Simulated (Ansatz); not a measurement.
Reaction (ligand exchange at the Si–N bond): `FCN[SiH2]Cl` + `C=CN[SiH3]` → `C=CN([SiH3])[SiH2]Cl` + `NCF`

Computed with Ansatz on PBE0-D4/def2-TZVP structures; ΔE is electronic, products minus reactants. CBS: MP2 limit from def2 TZ/QZ plus the TZ coupled-cluster correction, frozen cores. This one scheme is used for every species. DFT in def2-TZVPP. B3LYP here is the variant with VWN-RPA as its local correlation; programs differ in this. One conformer a species, not always the lowest.

(1) Is it downhill or uphill in electronic energy at CCSD(T)/CBS, and by how much? (Estimate.)

(2) What do these levels give: PBE, B3LYP, HF/def2-TZVPP, CCSD/def2-TZVPP, HF/def2-QZVPP, MP2/def2-QZVPP? (Best estimate.)

Largest T1 diagnostic among the species: 0.012.

## Answers

(1) Ansatz gave: Downhill: ΔE = -0.03 eV.

(2) Computed: PBE 0.08, B3LYP 0.14, HF/def2-TZVPP 0.17, CCSD/def2-TZVPP 0.00, HF/def2-QZVPP 0.17, MP2/def2-QZVPP -0.06 eV.

In def2-TZVPP, CCSD(T) changes the Hartree–Fock value by −0.20 eV (the triples alone add −0.04 eV) and MP2 by −0.23 eV. The D4 term adds −0.13 eV with B3LYP and −0.07 eV with PBE0; it sums over pairs of atoms, weighted by their polarisabilities, and B3LYP, whose exchange is more repulsive, gets the larger term.
